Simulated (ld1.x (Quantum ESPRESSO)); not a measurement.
Which change was made? (Sn, TM)

| Property | Result |
| --- | --- |
| Element | Sn |
| Generator | ld1.x (Quantum ESPRESSO) 7.5 |
| Type | norm-conserving Troullier–Martins (Kleinman–Bylander form) |
| Functional | BP86 |
| Relativity | scalar-relativistic |
| Frozen core | [Kr] 4d10 |
| Valence charge | 4 |
| Reference configuration | 5s2 5p1.75 (charge +0.25) |
| Partial waves | 5p (bound): rc 2.60 bohr; 5d channel at -0.1 Ry: rc 2.20 bohr; 5s (bound): rc 1.50 bohr |
| Local potential | the s channel |
| Core correction | Bessel-smoothed model core inside 1.55 bohr |

Cutoffs, loose and tight: the cutoffs (Ry, on a coarse ladder) from which the occupation-weighted sum of valence levels, in a spherical-Bessel basis at the reference potential, stays within 10 and 1 mRy of its value at 400 Ry. They do not see the model core or the augmentation charge, which bear on the density cutoff. Test errors are all-electron minus pseudo excitation energies from the reference, over the configurations 5s2 5p2; 5s2 5p1; 5s2 5p0; 5s1 5p2; 5s1 5p0; 5s1 5p3; 5s2 5p1.5; variants that change the core or the reference have their own tests. The largest error is taken over the tests solved by every variant that gives reliable tests at all, those not shown here included: 5s1 5p0; 5s1 5p2; 5s1 5p3; 5s2 5p0; 5s2 5p1; 5s2 5p1.5.

The base gives: outcome: generated; cutoff, loose: 35 Ry; cutoff, tight: 110 Ry; bound ghosts: d; largest test error (meV): -304.

Q: After one change the result is: outcome: generated; cutoff, loose: 35 Ry; cutoff, tight: 110 Ry; bound ghosts: none; largest test error (meV): -304. Which change was it?
A. core correction none
B. wave 5d channel at -0.1 Ry: rc 2.20 bohr becomes 5d channel at -0.1 Ry: rc 2.94 bohr
C. wave 5p (bound): rc 2.60 bohr becomes 5p (bound): rc 3.76 bohr

A: B. The others give: core correction none → outcome: generated; cutoff, loose: 35 Ry; cutoff, tight: 110 Ry; bound ghosts: d; largest test error (meV): +142 | wave 5p (bound): rc 2.60 bohr becomes 5p (bound): rc 3.76 bohr → outcome: generated; cutoff, loose: 35 Ry; cutoff, tight: 120 Ry; bound ghosts: p, d; largest test error (meV): -418.
